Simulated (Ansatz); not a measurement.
A nudged elastic band was laid between two geometries of C2H9NSi + H2S (16 atoms, charge 0, multiplicity 1).

Method: RKS PBE/6-31G in Ansatz.

```yaml
movable_images: 5
climbing_image: yes
spring: 0.5 eV/Å²
optimiser: quadratic models (default)
start_path: through a guess of the saddle point
force_threshold: 0.03 eV/Å
iteration_limit: 60
end_points: relaxed
```

First end point:

```xyz
16
Properties=species:S:1:pos:R:3
Si -1.679 0.679 -0.182
N -0.064 -0.161 0.091
C 0.196 -0.650 1.472
C 0.350 -1.140 -0.950
H -1.610 1.300 -1.554
H -1.822 1.710 0.907
H -2.833 -0.309 -0.123
H 0.982 0.933 -0.019
S 2.131 1.961 -0.038
H -0.059 0.139 2.196
H -0.383 -1.564 1.709
H 1.273 -0.872 1.571
H -0.205 -2.096 -0.872
H 0.184 -0.710 -1.951
H 1.429 -1.342 -0.837
H 2.109 2.122 -1.420
```

Last end point:

```xyz
16
Properties=species:S:1:pos:R:3
Si -2.170 1.664 -0.338
N 1.263 -0.301 0.135
C 0.738 -0.869 1.410
C 0.983 -1.120 -1.079
H -2.474 0.687 -1.474
H -3.105 2.844 -0.509
H -2.608 0.931 0.930
H 2.268 -0.090 0.213
S -0.065 2.338 -0.271
H 0.979 -0.178 2.230
H -0.357 -0.944 1.330
H 1.162 -1.867 1.617
H -0.109 -1.192 -1.203
H 1.397 -0.604 -1.957
H 1.412 -2.133 -0.997
H 0.685 0.833 -0.038
```

What changes between the two ends?

Bonds broken: Si1–N2, H8–S9. Bonds formed: Si1–S9, N2–H8. C2H9NSi + H2S becomes C2H7N + H4SSi.

Give the energies along the band, and the barrier.

The forces met the threshold. The highest image is number 2 of 0 to 6, 2.8 kcal/mol above the first end and 17.9 kcal/mol above the last; the last end lies 15.1 kcal/mol below the first. Another band between the same ends (5 images) ends at a top of the same energy, where a vibrational analysis finds 1 clearly imaginary mode. The orbitals stay closed-shell, which can raise the energy where a bond breaks towards radicals; this wasn't checked here. Limits of this set-up: no polarisation functions.

```tsv
image	path coordinate (Å)	energy (kcal/mol)	Si1–N2 (Å)	H8–S9 (Å)	Si1–S9 (Å)
0	0.00	0.0	1.84	1.54	4.02
1	1.01	0.9	1.87	1.62	3.65
2	2.02	2.8	1.96	1.99	3.01
3	3.59	1.6	2.24	2.39	2.46
4	5.17	-4.1	2.82	3.15	2.28
5	6.76	-8.6	3.48	3.46	2.23
6	8.35	-15.1	3.98	3.40	2.21
```

What is the geometry of the highest image?


```xyz
16
Properties=species:S:1:pos:R:3
Si -1.316 0.926 -0.223
N 0.232 -0.219 0.148
C 0.199 -0.783 1.535
C 0.440 -1.257 -0.911
H -1.421 1.396 -1.647
H -1.616 1.887 0.890
H -2.324 -0.229 -0.087
H 0.992 0.583 0.067
S 1.235 2.532 -0.257
H 0.190 0.051 2.253
H -0.700 -1.404 1.674
H 1.100 -1.395 1.705
H -0.442 -1.912 -0.983
H 0.605 -0.747 -1.873
H 1.329 -1.862 -0.666
H 1.496 2.433 -1.623
```

Run time: 5.4 min on 2 threads of Arm Neoverse V2, with other jobs on the host, peak memory 0.15 GiB.
